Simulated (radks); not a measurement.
Values are calculated unless marked as measured or tabulated.
Question: Species: the lanthanum ion La22+. Configuration: [Ar] 3d10 4s2 4p5 (the NIST ground configuration). Level of theory: Dirac Kohn-Sham, relativistic LDA (MacDonald-Vosko exchange, VWN5 correlation), spin-unpolarised, spherical densities, finite nucleus; open shells fill j = l - 1/2 first; Fermi nuclear charge, rms radius 4.855 fm (a radial shooting solver on a logarithmic mesh with Libxc functionals). Some entries of the table are withheld. Estimate them.

orbital,occ.,eigenvalue (hartree),<r> (bohr)
1s1/2,2,-1437.434,(1)
2s1/2,2,-248.5316,0.1072
2p1/2,2,-236.0711,(2)
2p3/2,4,-221.0201,(3)
3s1/2,2,-70.19897,0.2832
3p1/2,2,-64.92786,(4)
3p3/2,4,-61.92329,(5)
3d3/2,4,-52.70766,0.2536
3d5/2,6,-52.05265,0.2572
4s1/2,2,-29.19752,0.6019
4p1/2,2,(6),(7)
4p3/2,3,(8),(9)
4d3/2,0,-22.83417,(10)
4d5/2,0,-22.66494,(11)
5s1/2,0,-15.83994,1.065

Answer: 
(1) 1s1/2 <r> (bohr): 0.02517
(2) 2p1/2 <r> (bohr): 0.09004
(3) 2p3/2 <r> (bohr): 0.09609
(4) 3p1/2 <r> (bohr): 0.2723
(5) 3p3/2 <r> (bohr): 0.2839
(6) 4p1/2 eigenvalue (hartree): -27.12266
(7) 4p1/2 <r> (bohr): 0.6075
(8) 4p3/2 eigenvalue (hartree): -26.30108
(9) 4p3/2 <r> (bohr): 0.6259
(10) 4d3/2 <r> (bohr): 0.6321
(11) 4d5/2 <r> (bohr): 0.6374
